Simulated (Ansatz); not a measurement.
`[OH][Al]([F])[TeH]` + SiH₄ → `[OH][Al]([F])[SiH3]` + H₂Te  (formal exchange of groups at the Al–Te bond)

Calculated with Ansatz (gas phase, PBE0-D4/def2-TZVP geometries, no zero-point term in ΔE). CCSD(T)/CBS adds triple-zeta CCSD(T) − MP2 to the extrapolated MP2 energy (def2 sets, frozen cores). This one scheme is used for every species. Functionals use def2-TZVPP. def2 core potentials past Kr. For Te outer-core shells are correlated without core-valence functions, which leaves a few kJ/mol of doubt a bond. Each species was taken in one conformer, which may not be the lowest.

| level | ΔE (kcal/mol) | difference from CCSD(T)/CBS |
| --- | --- | --- |
| PBE0-D4 | 22.6 | -2.4 |
| r2SCAN0-D4 | 24.8 | -0.2 |
| BHLYP-D4 | 25.0 | 0.0 |
| B2PLYP | 24.3 | -0.7 |
| RPA@PBE/def2-TZVPP | 23.0 | -2.0 |
| CCSD(T)/def2-SVP | 23.1 | -1.9 |
| MP2/def2-TZVPP | 27.2 | 2.2 |
| SCS-MP2/def2-TZVPP | 26.2 | 1.2 |
| SCS-MP2/def2-QZVPP | 26.9 | 1.9 |
| CCSD/CBS(def2) | 25.0 | 0.0 |
| CCSD(T)/CBS | 25.0 | 0 |

Largest T1 diagnostic among the species: 0.013.

From PBE to PBE0 (25 % exact exchange), in def2-TZVPP and without D4, ΔE moves by +1.5 kcal/mol. At CCSD(T), def2-SVP lies −1.9 kcal/mol from the extrapolated value and def2-TZVPP −1.2 kcal/mol. Leaving LDA and LC-ωPBE aside and taking each functional with its dispersion term where it has one, the values, not all of them listed here, spread over 3.8 kcal/mol, from PBE-D4 to BHLYP-D4.
